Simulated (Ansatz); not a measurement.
Relaxation of ClH$_{4}$Sn (6 atoms, charge 0, multiplicity 2), to a largest force component of 0.03 eV/Å in at most 50 steps.

Method: Ansatz, UKS PBE/def2-TZVP.

```xyz
6
Properties=species:S:1:pos:R:3
Sn 0.000 0.000 -0.251
Cl 0.021 0.000 3.361
H 1.629 0.000 -0.854
H -0.815 1.411 -0.850
H -0.815 -1.411 -0.850
H -0.017 0.000 4.696
```

Where does it end, and by what steps?

The forces met the threshold. After 4 steps the energy has fallen by 0.034 eV; Cl2 moved furthest, 0.29 Å.

| step | energy less start (eV) | largest force component (eV/Å) | accepted |
| --- | --- | --- | --- |
| 0 | 0.0000 | 1.080 | yes |
| 1 | -0.0258 | 0.569 | yes |
| 2 | -0.0330 | 0.114 | yes |
| 3 | -0.0338 | 0.030 | yes |
| 4 | -0.0339 | 0.001 | yes |

```xyz
6
Properties=species:S:1:pos:R:3
Sn 0.002 0.000 -0.399
Cl 0.008 0.000 3.653
H 1.631 0.000 -0.988
H -0.815 1.412 -0.979
H -0.815 -1.412 -0.979
H -0.009 0.000 4.944
```

Run time: 6.2 s on 4 threads of Arm Neoverse V2 (shared host), peak memory 0.19 GiB.
